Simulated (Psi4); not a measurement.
CH5O, charge +1, singlet, at a GFN2-xTB geometry. Base run: Psi4 with CCSD(T)/def2-SVP.

Psi4 was given this input:
```
memory 2 GB

molecule mol {
1 1
  C    -0.019277    0.751129    0.000910
  O    -0.019451   -0.710029    0.073094
  H    -1.053935    1.084796    0.062118
  H     0.899563   -1.056043    0.066199
  H     0.525466    1.124354    0.866679
  H     0.439888    1.112447   -0.918223
  H    -0.539715   -1.092092   -0.666982
}

set basis def2-svp
set reference rhf

energy('ccsd(t)')
print_variables()
```

The base run was repeated with changes; each row names its change, and settings that it needs were set with it.

| change | ΔE vs base (kcal/mol) | MP2 correlation (Eh) | basis functions |
|---|---|---|---|
| base | 0.000 | -0.34225 | 53 |
| cc_type = df | -0.021 | -0.34205 | 53 |
| method = dlpno-mp2 | 21.59 | -0.34193 | 53 |
| method = cepa(1) | 3.66 | -0.34225 | 53 |
| method = qcisd(t) | -0.111 | -0.34225 | 53 |
| method = cisd | 22.47 | -0.34225 | 53 |
| puream = off | -9.07 | -0.35171 | 55 |
| method = mp2 | 21.52 | -0.34205 | 53 |
| method = mp2.5 | 14.79 | -0.34205 | 53 |
| method = lccd | 1.21 | -0.34225 | 53 |
